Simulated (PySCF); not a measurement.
InCl3, SMILES [Cl][In]([Cl])[Cl].

The structure is a stationary point at PBE0-D3(BJ)/def2-SVP. The isomer is the one that the SMILES or the coordinates give; other isomers of the formula were not compared. The def2 effective core potentials stand for the cores of In; spin–orbit coupling is left out.

All values below come from TDA-CAM-B3LYP/def2-SVPD (PySCF).

Vertical excitations; the highest root listed may be one member of a degenerate set. The molecule is in vacuum. State labels are in the subgroup C2v.

Computed lowest excited states:
```tsv
state	symmetry	energy (eV)	λ (nm)	f	main pairs
S1	B1	5.13	242	0.000	HOMO→LUMO 97 %
S2	B2	5.25	236	0.000	HOMO−3→LUMO (degenerate set)
S3	A2	5.25	236	0.000	HOMO−4→LUMO (degenerate set)
S4	B1	5.36	231	0.063	HOMO−1→LUMO (degenerate set)
S5	A1	5.36	231	0.063	HOMO−2→LUMO (degenerate set)
S6	B2	5.84	212	0.046	HOMO−5→LUMO 97 %
S7	A2	6.45	192	0.000	HOMO→LUMO+1 99 %
S8	A2	6.53	190	0.000	HOMO−1→LUMO+1 (degenerate set)
S9	B2	6.53	190	0.000	HOMO−2→LUMO+1 (degenerate set)
S10	B1	6.60	188	0.005	HOMO−4→LUMO+1 63 %, HOMO−7→LUMO 36 %
T1	B1	4.74	261	0	HOMO→LUMO 96 %
T2	B1	4.80	259	0	HOMO−1→LUMO (degenerate set)
T3	A1	4.80	259	0	HOMO−2→LUMO (degenerate set)
T4	B2	4.89	254	0	HOMO−3→LUMO 95 %
```
Triplets are in the Tamm–Dancoff approximation.
